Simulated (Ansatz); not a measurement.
Species: C3H5F, charge 0, singlet. C3H5F (SMILES C/C=C\F).
B3LYP-D3(BJ)/def2-TZVP minimum from Ansatz (a quantum-chemistry and plane-wave program):
```
C
C 1 1.3207
F 2 1.3535 1 122.32
H 2 1.0811 1 125.85 3 180.00
H 1 1.0838 2 115.76 4 0.00
C 1 1.4947 5 118.41 2 180.00
H 6 1.0885 1 111.49 5 -180.00
H 6 1.0931 7 108.33 1 -122.16
H 6 1.0931 7 108.33 8 -115.67
```

Total energies in hartree (Ansatz). UHF or UKS for unpaired electrons; spin-orbit terms are left out. Correlated methods leave the cores frozen. No relativity. For partners of very few electrons the exact lower level stands in for a higher one.

```csv
species,HF/cc-pVTZ,CCSD(T)/cc-pVTZ,HF/cc-pVQZ,CCSD(T)/cc-pVQZ,CCSD(T)/cc-pVDZ,CCSDT(Q)/cc-pVDZ
"1: C3H5F ((Z)-1-fluoroprop-1-ene, SMILES C/C=C\F)",-216.00543,-216.81395,-216.02134,-216.88051,-216.58954,-216.59182
2: C (triplet),-37.69157,-37.78076,-37.69331,-37.78654,-37.76038,-37.76071
3: F (doublet),-99.40552,-99.62036,-99.41377,-99.65026,-99.52757,-99.52776
4: H (doublet),-0.49981,-0.49981,-0.49995,-0.49995,-0.49928,-0.49928
```

Q: Work out the atomisation energy (electronic, to ground-state atoms) in kcal/mol: take Hartree-Fock from cc-pVQZ, extrapolate the CCSD(T) correlation energy as X^-3 (X = 3, 4), and add CCSDT(Q) - CCSD(T) in cc-pVDZ. 1 hartree = 627.51 kcal/mol.

A: 
Species 1: correlation (64·(-0.85917) - 27·(-0.80852))/37 = -0.89613; step -0.00228; E1 = -216.02134 + (-0.89613) + (-0.00228) = -216.91975
Species 2: correlation (64·(-0.09323) - 27·(-0.08919))/37 = -0.09618; step -0.00033; E2 = -37.69331 + (-0.09618) + (-0.00033) = -37.78982
Species 3: correlation (64·(-0.23649) - 27·(-0.21484))/37 = -0.25229; step -0.00019; E3 = -99.41377 + (-0.25229) + (-0.00019) = -99.66625
Species 4: correlation (64·(0.00000) - 27·(0.00000))/37 = 0.00000; step +0.00000; E4 = -0.49995 + (0.00000) + (+0.00000) = -0.49995
-1·E1 +3·E2 +1·E3 +5·E4 = 1.38429 hartree = 868.7 kcal/mol.
